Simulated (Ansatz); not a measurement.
Series VX3: r2SCAN-D4/def2-TZVP single points in Ansatz on relaxed structures, gas phase. HOMO and LUMO are taken over both spins. Singlets are spin-restricted. The spins of the ions were chosen, not always searched. Names give formal oxidation states. The structures are stationary points that may keep the symmetry of their start. Remarks come from the PBE and PBE0 runs and from stability tests at other levels; not every state was tested.

| species | atoms | state | geometry | HOMO (eV) | LUMO (eV) | gap (eV) | vertical IE (eV) | point group (within 0.1 Å) | remarks |
| --- | --- | --- | --- | --- | --- | --- | --- | --- | --- |
| VF3 | 4 | triplet; oxidised ion doublet | r2SCAN-D4/def2-TZVP | -6.14 | -4.76 | 1.39 | 10.12 | C2v | – |
| VCl3 | 4 | triplet; oxidised ion doublet | r2SCAN-D4/def2-SVP | -6.32 | -5.11 | 1.20 | 9.18 | C2v | – |
| V(NH2)3 (VN3H6) | 10 | triplet; oxidised ion doublet | PBE-D4/def2-SVP | -3.98 | -1.91 | 2.07 | 6.96 | Cs | spin-contaminated (⟨S²⟩ up to 0.85) (+1 doublet) |

The gap (eV) runs from 1.20 (VCl3) to 2.07 (V(NH2)3). The vertical IE (eV) runs from 6.96 (V(NH2)3) to 10.12 (VF3).
